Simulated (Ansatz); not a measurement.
One geometry of CH6AlBOS, SMILES `C[O][AlH][BH]S`, several functionals.

```yaml
crystal:
  periodic: [false, false, false]
  atoms:
    - {symbol: C, position_ang: [-1.266206, -1.046829, 0.843261]}
    - {symbol: O, position_ang: [-0.000133, -0.686283, 1.304697]}
    - {symbol: Al, position_ang: [1.189571, 0.408717, 0.802033]}
    - {symbol: B, position_ang: [0.893596, 1.472097, -1.010403]}
    - {symbol: S, position_ang: [0.374280, 0.713086, -2.519196]}
    - {symbol: H, position_ang: [-1.277350, -2.102845, 0.550840]}
    - {symbol: H, position_ang: [-2.009103, -0.914592, 1.636932]}
    - {symbol: H, position_ang: [-1.589029, -0.451190, -0.021457]}
    - {symbol: H, position_ang: [2.458678, 0.475257, 1.747236]}
    - {symbol: H, position_ang: [1.067166, 2.646680, -1.170034]}
    - {symbol: H, position_ang: [0.223829, -0.571095, -2.143108]}
basis:
  gaussian: {orbitals: def2-TZVPP}
hamiltonian: {xc: pbe0, dispersion: d4}
output: {orbitals: {seedname: orbitals}}
```

```sh
$ ansatz run in.yaml --threads 4 --pin off --events-out ev --progress --plain --max-ram 10444MiB
```

Output, abridged:

```
Functional definition: PBE0
  name "PBE0"
  cite "Adamo & Barone, J. Chem. Phys. 110, 6158 (1999) doi:10.1063/1.478522"
  cite "Perdew, Burke & Ernzerhof, Phys. Rev. Lett. 77, 3865 (1996) doi:10.1103/PhysRevLett.77.3865"
  parent pbe
  parameter a = 0.25
  parameter kappa = 0.804
  parameter beta = 0.06672455060314922
  exchange = (1 - a)*pbe_x(kappa = kappa, mu = beta*pi^2/3) + a*exact_x
  correlation = pbe_c(beta = beta)
1469 factors; their error is unknown
mean field evaluation 1: about -21274.8576 eV, gradient 5.9e1 eV
mean field evaluation 2: about -21257.4745 eV, gradient 1.1e2 eV
mean field evaluation 4: about -21281.9958 eV, gradient 6.9e0 eV
mean field evaluation 8: about -21282.1176 eV, gradient 1.5e-1 eV
mean field evaluation 16: about -21282.1335 eV, gradient 1.5e-4 eV
mean field -21282.13346020 eV, -782.1039791141 hartree, gradient 3.7e-5 eV, S^2 0.000000; 0 other end points of the search recorded, 0 dependent functions left out
reference -21282.13349797 eV, -782.1039805023 hartree; 27, 27 occupied and 234, 234 virtual orbitals, 1469 factors
Total energy: -21282.33097388 eV, -782.1112376082 hartree
```

It took 3.2 s on 4 threads of an Arm Neoverse V1 on a shared host, with 0.67 GiB of host memory at the peak.

With the line `hamiltonian: {xc: {name: B2PLYP}}` (abridged; 6 s):

```
Functional definition: B2PLYP
mean field evaluation 16: about -21277.0590 eV, gradient 2.7e-4 eV
mean field -21277.05901584 eV, -781.9174967234 hartree, gradient 4.7e-6 eV, S^2 0.000000
13 core orbitals not correlated: weight in the atoms' cores, before any rotation towards them, 1.000 or more for the frozen orbitals, at most 0.000 for the correlated occupied ones
second order -25.43188665 eV of doubles, -0.00000000 eV of singles
Total energy: -21283.92582162 eV, -782.1698471815 hartree
```

With the line `hamiltonian: {xc: {name: B3LYP}, dispersion: d4}` and forces (abridged; 6.5 s):

```
Functional definition: B3LYP
mean field evaluation 16: about -21295.0882 eV, gradient 3.5e-4 eV
mean field -21295.08815259 eV, -782.5800552784 hartree, gradient 8.4e-6 eV, S^2 0.000000
Total energy: -21295.45791579 eV, -782.5936438255 hartree
Atom 0 force    -0.352665    -0.118935    -0.102359 eV/Å
Atom 1 force     0.220011     0.047802     0.093919 eV/Å
Atom 2 force     0.169762     0.091132     0.037103 eV/Å
Atom 3 force     0.068038     0.181606     0.122691 eV/Å
Atom 4 force    -0.048786    -0.085589    -0.115081 eV/Å
Atom 5 force    -0.006449     0.050941     0.010346 eV/Å
Atom 6 force     0.028712    -0.007765    -0.040516 eV/Å
Atom 7 force     0.012239    -0.037457     0.045276 eV/Å
Atom 8 force    -0.073497    -0.000508    -0.059655 eV/Å
Atom 9 force    -0.014055    -0.126196     0.031497 eV/Å
Atom 10 force    -0.003312     0.004968    -0.023223 eV/Å
Dipole moment:    -0.182009    -0.073451    -0.152769 e Å
```

Changing it to `hamiltonian: {xc: {name: wB97M-V}}` and forces (abridged; 12 s):

```
Functional definition: wB97M-V
mean field evaluation 16: about -21290.8382 eV, gradient 1.7e-4 eV
mean field -21290.83818851 eV, -782.4238719794 hartree, gradient 6.7e-5 eV, S^2 0.000000
Total energy: -21290.83824818 eV, -782.4238741721 hartree
Atom 0 force    -0.356363    -0.125932    -0.101266 eV/Å
Atom 1 force     0.211554     0.043007     0.095035 eV/Å
Atom 2 force     0.169988     0.073528     0.026443 eV/Å
Atom 3 force     0.034709     0.104386     0.073227 eV/Å
Atom 4 force    -0.029877    -0.113534    -0.010794 eV/Å
Atom 5 force     0.000488     0.099660     0.023553 eV/Å
Atom 6 force     0.067845    -0.009387    -0.076932 eV/Å
Atom 7 force     0.034888    -0.038934     0.064023 eV/Å
Atom 8 force    -0.134534     0.002110    -0.105944 eV/Å
Atom 9 force    -0.018876    -0.148961     0.024012 eV/Å
Atom 10 force     0.020178     0.114057    -0.011358 eV/Å
Dipole moment:    -0.179765    -0.072961    -0.147228 e Å
```

B3LYP takes the VWN-RPA correlation (the form of Gaussian; ORCA's B3LYP/G).
